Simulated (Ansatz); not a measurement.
Input file for Ansatz (a program for electronic structure): R-PBE/def2-TZVPP on ClHSSi (SMILES S[Si]Cl), a point of a torsion scan.

Ansatz 0.2 input:
```yaml
crystal:
  periodic: [false, false, false]
  atoms:
    - {symbol: S, position_ang: [-1.22096961, 0.52278537, 0.47542335]}
    - {symbol: Si, position_ang: [0.77765663, 0.82105759, -0.35327633]}
    - {symbol: Cl, position_ang: [1.33128992, 2.49396411, 0.67769473]}
    - {symbol: H, position_ang: [-1.48289432, -0.56087521, -0.24394562]}
basis:
  gaussian:
    orbitals: def2-TZVPP
hamiltonian:
  xc: {name: PBE}
scf: {lower_state_search: off}
```

Program output:

```
WARN ansatz: RAYON_NUM_THREADS=2 ignored (pool sized by the plan → 2); use --threads N
Functional definition: PBE
these checks for a lower state are left out or cut short: stability, starts, cluster_reference, orbital_swaps, neighbouring_geometries, increment
integrals: 0.06 GiB planned
925 factors; their error is unknown
mean field: 0.40 GiB planned
mean field evaluation 1: about -31239.2902 eV, gradient 2.1e1 eV
mean field evaluation 2: about -31236.8200 eV, gradient 3.5e1 eV
mean field evaluation 4: about -31240.5419 eV, gradient 1.6e0 eV
mean field evaluation 8: about -31240.5200 eV, gradient 1.1e-1 eV
mean field evaluation 16: about -31240.5200 eV, gradient 3.4e-6 eV
mean field -31240.52001975 eV, -1148.0679351406 hartree, gradient 3.4e-6 eV, S^2 0.000000; 0 other end points of the search recorded, 0 dependent functions left out
reference -31240.52005094 eV, -1148.0679362869 hartree; 24, 24 occupied and 116, 116 virtual orbitals, 925 factors
Total energy: -31240.52005094 eV, -1148.0679362869 hartree
Checks for a lower state left out: stability, starts, cluster_reference, orbital_swaps, neighbouring_geometries, increment
```

The calculation finished and met its thresholds.

Cost: roughly 0.9 core-seconds.
